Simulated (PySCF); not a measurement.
**C₆ coefficients of unlike pairs at UHF**

Calculated with PySCF 2.14 from the dipole response of each species, C₆(A,B) = (3/π) ∫ α_A(iu) α_B(iu) du, in atomic units, from isotropic polarisabilities. For ions this is the dispersion term alone; charge-induced terms of lower order in 1/R come first.

```
species           configuration                                        basis      relativity  α (bohr³)  C₆ (like pair)
    In⁺      [Kr] 4d10 5s2 (1S)  aug-cc-pwCVTZ-PP with ECP28MDF (8s7p6d4f1g)  core potential      29.64           211.0
     Ru       [Kr] 4d7 5s1 (5F)      aug-cc-pVDZ-PP with ECP28MDF (5s5p4d2f)  core potential      92.67           864.1
    Sn⁺  [Kr] 4d10 5s2 5p1 (2P)    aug-cc-pwCVDZ-PP with ECP28MDF (6s5p4d1f)  core potential      29.13           227.0
```

(1) Estimate C₆ for Sn⁺ with In⁺.

No spin-orbit coupling is included.

The other pairs:

```tsv
pair	C₆
Ru, In⁺	403.3
Sn⁺, Ru	412.9
```

## Answers

(1) The integral gives 218.6. The combination rule 2 C_A C_B / (C_A α_B/α_A + C_B α_A/α_B) gives 218.5 and the geometric mean 218.9.
